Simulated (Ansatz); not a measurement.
Program: Ansatz. Geometries: PBE0-D4/def2-TZVP. ΔE: electronic, gas phase. CBS: MP2 limit from def2 TZ/QZ plus the TZ coupled-cluster correction, frozen cores. Functionals use def2-TZVPP. B3LYP here is the variant with VWN-RPA as its local correlation; programs differ in this. For Ge outer-core shells are correlated without core-valence functions, which leaves a few kJ/mol of doubt a bond. Scalar relativity is left out up to krypton. Each species was taken in one conformer, which may not be the lowest.

`N=[C](S)[GeH3]` → `N=[CH][GeH2][SH]`  (isomerisation)

```json
{"level": "PBE-D4", "ΔE (kJ/mol)": "-50.4"}
{"level": "B3LYP-D4", "ΔE (kJ/mol)": "-58.2"}
{"level": "r2SCAN", "ΔE (kJ/mol)": "-53.4"}
{"level": "CCSD(T)/def2-TZVPP", "ΔE (kJ/mol)": "-63.6"}
```

Problem. What does CCSD(T)/CBS give? (Best estimate.)

Solution. Computed: -62.3 kJ/mol. The listed levels differ from it by 11.9, 4.1, 8.9, -1.3 kJ/mol.

Largest T1 diagnostic among the species: 0.013.

The D4 term adds +3.0 kJ/mol with B3LYP and +1.4 kJ/mol with PBE0; it sums over pairs of atoms, weighted by their polarisabilities, and B3LYP, whose exchange is more repulsive, gets the larger term. From PBE to PBE0 (25 % exact exchange), in def2-TZVPP and without D4, ΔE moves by −7.9 kJ/mol.
